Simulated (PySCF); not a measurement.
(E)-1-chloro-3,3-difluoroprop-1-ene (C3H3ClF2), SMILES C(/Cl)=C\C(F)F.

The structure is a stationary point at PBE-D3(BJ)/def2-SVP. Other conformers were not sampled.

Calculation: PBE/def2-TZVP (PySCF).

The molecule is in vacuum.

The total energy comes out as -775.60745 hartree. The highest occupied level comes out as -6.74 eV and the lowest empty level is -1.93 eV. The orbital gap is 4.81 eV. The dipole moment is 1.37 D and the quadrupole, principal values (traceless, Buckingham form, about the centre of nuclear charge) is -6.48, 0.91, 5.57 D·Å. The mean static polarisability comes out as 52.6 bohr³ (7.79 Å³) and the polarisability, principal values is 36.2, 45.1, 76.4 bohr³.
